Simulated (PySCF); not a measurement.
Working out the excitation energy of Zn

Zn [Ar] 3d10 4s2 (1S) → Zn [Ar] 3d10 4s1 4p1 (3P). Computed with PySCF 2.14 in aug-cc-pVDZ-PP with ECP10MDF, with scalar relativity through the core potential. Frozen: 3s2 3p6. Energies in hartree (1 hartree = 27.21139 eV):

```
            part   Zn (lower)   Zn (upper)
             UHF  -225.952569  -225.851736
CCSD correlation    -0.429938    -0.388516
             (T)    -0.013337    -0.010083
```

Question: What does Hartree-Fock give?

Answer: (-225.851736) − (-225.952569) = 0.100833 hartree = 2.744 eV.

Question: What do CCSD and CCSD(T) give?

Answer: The CCSD correlation energies differ by 0.041422 hartree = 1.127 eV and the triples by 0.003254 hartree = 0.089 eV, so CCSD gives 3.871 eV and CCSD(T) 3.960 eV.

Measured between the centres of the two terms (NIST): 4.054 eV, so CCSD(T) (valence) is off by -0.094 eV.

A double-zeta basis recovers only part of the correlation energy.

What remains against the reference includes basis incompleteness, the frozen core and higher excitations.
